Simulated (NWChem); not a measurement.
Species: BeF₂; SMILES [F][Be][F]

Results from NWChem. The level has its own optimisation; frequencies are unscaled.

Q: Predict the results for PBE/STO-3G. Quantities: r Be–F (Å); highest harmonic frequency (cm⁻¹); lowest (cm⁻¹); zero-point energy (kcal/mol).

A: 
```yaml
r Be–F (Å): 1.366
highest harmonic frequency (cm⁻¹): 1695
lowest (cm⁻¹): 285
zero-point energy (kcal/mol): 4.3
```
